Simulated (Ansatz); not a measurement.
A nudged elastic band was laid between two geometries of Cl4HOTa + ClH (9 atoms, charge 0, multiplicity 1).

Computed with RHF/def2-SVP (Ansatz).

```json
{
 "movable images": "4",
 "climbing image": "no",
 "spring": "5.0 eV/Å²",
 "optimiser": "quadratic models (default)",
 "start path": "through a guess of the saddle point",
 "force threshold": "0.05 eV/Å",
 "iteration limit": "60",
 "end points": "relaxed"
}
```

Image 0:

```xyz
9
Properties=species:S:1:pos:R:3
Ta -0.401 -0.362 0.386
O 1.127 0.059 1.296
H 1.943 0.550 1.322
Cl -1.195 -1.746 2.109
Cl 0.312 1.027 -1.428
Cl -2.238 1.027 0.649
Cl -0.342 -2.175 -1.058
Cl 3.569 2.142 0.404
H 2.820 2.230 -0.627
```

Image 5:

```xyz
9
Properties=species:S:1:pos:R:3
Ta -0.132 0.484 0.318
O 2.106 -0.018 0.317
H 2.456 -0.878 0.113
Cl -0.121 -0.428 2.497
Cl 0.242 1.305 -1.858
Cl -2.358 0.978 0.332
Cl -0.156 -1.710 -0.552
Cl 0.783 2.475 1.191
H 2.773 0.544 0.694
```

**Question.** Which bonds break or form, and what moves?

**Answer.** Bonds broken: Cl8–H9. Bonds formed: Ta1–Cl8, O2–H9. Cl4HOTa + ClH becomes Cl5H2OTa.

**Question.** Give the energies along the band, and the barrier.

**Answer.** It converged. The highest image is number 3 of 0 to 5, 0.233 eV above the first end and 0.751 eV above the last; the last end lies 0.519 eV below the first. No image climbed, so the highest image needn't sit at the top of the path. A band with more images between the same ends climbed to 0.98 eV, so this one has probably stepped over the top. The orbitals stay closed-shell, which can raise the energy where a bond breaks towards radicals; this wasn't checked here.

```csv
image,path coordinate (Å),energy (eV),Cl8–H9 (Å),Ta1–Cl8 (Å),O2–H9 (Å)
0,0.00,0.000,1.28,4.69,3.36
1,1.47,0.031,1.28,4.53,3.43
2,2.94,0.118,1.27,4.27,3.16
3,4.41,0.233,1.27,3.56,2.52
4,5.88,0.205,2.03,2.63,1.01
5,7.36,-0.519,2.82,2.36,0.95
```

**Question.** What is the geometry of the highest image?

**Answer.** 
```xyz
9
Properties=species:S:1:pos:R:3
Ta -0.057 -0.207 0.041
O 1.820 -0.291 0.174
H 2.374 -0.621 0.869
Cl -0.057 -0.915 2.306
Cl 0.223 0.937 -1.985
Cl -1.861 1.177 0.560
Cl -0.826 -2.167 -0.833
Cl 1.525 2.748 1.248
H 2.453 2.092 0.671
```

The run took 4 min on 4 threads of Arm Neoverse V2 (shared host), peak memory 0.5 GiB.
